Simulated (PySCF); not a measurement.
Compound: [Y(H2O)6]3+ (charge +3 and singlet state).
Bonds: Y1–O2, Y1–O5, Y1–O8, Y1–O11, Y1–O14, Y1–O17. Hydrogens: H3, H4 on O2; H6, H7 on O5; H9, H10 on O8; H12, H13 on O11; H15, H16 on O14; H18, H19 on O17.
The ion is multiply charged and has no counter-ions or solvent.

Method: PBE0-D3(BJ)/def2-SVP geometry optimisation, gas phase, def2 core potentials past Kr in PySCF 2.14.0; density fitting, grid level 1; the optimiser is geomeTRIC in internal coordinates, started from a GFN2-xTB structure.

Step 0: E = -13475.6490 eV
```
atom  x, y, z in Å  |  force x, y, z in eV/Å
Y1      0.0005   -0.0002    0.0000    0.002   0.006   0.010
O2      0.1601    0.1617    2.1280    0.169   0.174   2.331
H3      0.1425    0.9718    2.6772   -0.001  -0.038   0.021
H4      0.2753   -0.5551    2.7849   -0.009   0.048   0.008
O5     -0.1576   -0.1628   -2.1276   -0.173  -0.173  -2.326
H6     -0.2574    0.5551   -2.7856    0.008  -0.044  -0.013
H7     -0.1581   -0.9741   -2.6749    0.007   0.031  -0.030
O8      2.1280    0.1626   -0.1617    2.315   0.160  -0.174
H9      2.7854    0.2714    0.5550    0.018  -0.003  -0.033
H10     2.6767    0.1469   -0.9717    0.031   0.002   0.021
O11    -2.1275   -0.1577    0.1622   -2.324  -0.179   0.165
H12    -2.6760   -0.1523    0.9726   -0.029   0.008  -0.028
H13    -2.7844   -0.2661   -0.5556   -0.010   0.012   0.048
O14    -0.1635    2.1275   -0.1586   -0.179   2.323  -0.173
H15    -0.9750    2.6744   -0.1544    0.031   0.027   0.006
H16     0.5531    2.7861   -0.2627   -0.039   0.014   0.008
O17     0.1618   -2.1280    0.1581    0.178  -2.295   0.167
H18    -0.5549   -2.7837    0.2734    0.017  -0.035  -0.006
H19     0.9709   -2.6775    0.1413   -0.011  -0.038  -0.002
```

Step 1: E = -13476.5730 eV
```
atom  x, y, z in Å  |  force x, y, z in eV/Å
Y1      0.0005    0.0002    0.0003   -0.004   0.010   0.009
O2      0.1643    0.1723    2.2293    0.064   0.068   0.903
H3      0.1462    0.9806    2.7806   -0.009  -0.011  -0.060
H4      0.2786   -0.5430    2.8871   -0.010   0.002  -0.058
O5     -0.1627   -0.1720   -2.2285   -0.067  -0.080  -0.903
H6     -0.2618    0.5414   -2.8908    0.009   0.004   0.060
H7     -0.1623   -0.9838   -2.7748    0.013   0.011   0.055
O8      2.2291    0.1672   -0.1718    0.901   0.053  -0.080
H9      2.8908    0.2752    0.5408   -0.059  -0.005   0.006
H10     2.7766    0.1506   -0.9826   -0.055  -0.005   0.009
O11    -2.2285   -0.1624    0.1721   -0.901  -0.073   0.066
H12    -2.7796   -0.1564    0.9807    0.058   0.014  -0.009
H13    -2.8862   -0.2700   -0.5444    0.057   0.013   0.003
O14    -0.1740    2.2289   -0.1625   -0.070   0.901  -0.068
H15    -0.9838    2.7782   -0.1576    0.009  -0.059   0.012
H16     0.5414    2.8884   -0.2656    0.000  -0.057   0.010
O17     0.1713   -2.2289    0.1635    0.080  -0.896   0.063
H18    -0.5414   -2.8892    0.2781   -0.009   0.055  -0.009
H19     0.9813   -2.7774    0.1459   -0.007   0.054  -0.009
```

**Question.** Estimate the geometry and energy of step 2. (The exact step hangs on the optimiser's Hessian estimate; all steps are aligned on step 1, rigid shifts and turns removed.)

**Answer.** E = -13476.7251 eV, largest force 0.233 eV/Å
```
atom  x, y, z in Å  |  force x, y, z in eV/Å
Y1      0.0026   -0.0011   -0.0009    0.021  -0.018  -0.019
O2      0.1625    0.1812    2.2791    0.009   0.038   0.228
H3      0.1398    1.0002    2.8119    0.002  -0.030   0.005
H4      0.2747   -0.5301    2.9398   -0.003   0.015  -0.008
O5     -0.1594   -0.1811   -2.2810   -0.021  -0.003  -0.231
H6     -0.2568    0.5425   -2.9307    0.005  -0.028   0.000
H7     -0.1567   -0.9922   -2.8264    0.006   0.021   0.009
O8      2.2825    0.1620   -0.1836    0.231   0.010  -0.001
H9      2.9324    0.2683    0.5385    0.000  -0.003  -0.027
H10     2.8280    0.1433   -0.9943   -0.009   0.000   0.021
O11    -2.2775   -0.1626    0.1786   -0.228  -0.017   0.039
H12    -2.8109   -0.1523    0.9975   -0.005   0.003  -0.030
H13    -2.9373   -0.2682   -0.5346    0.008   0.005   0.015
O14    -0.1821    2.2787   -0.1599   -0.039   0.229  -0.013
H15    -1.0025    2.8098   -0.1503    0.030   0.005   0.001
H16     0.5295    2.9409   -0.2609   -0.015  -0.008   0.003
O17     0.1814   -2.2813    0.1613    0.002  -0.232   0.019
H18    -0.5413   -2.9294    0.2743    0.027   0.001  -0.007
H19     0.9909   -2.8286    0.1419   -0.021   0.010  -0.003
```

The energy changes by -0.1521 eV. The first-order estimate −F·Δx gives -0.2495 eV and the mean of the old and new forces, exact on a quadratic surface, -0.1585 eV. The step makes an angle of 57° with the force vector and moves no atom by more than 0.055 Å.

What follows is the cost of the whole optimisation. Hardware: one thread of an Arm Neoverse V2 (shared host). Cost: 76 s wall, 0.73 GiB resident at most.
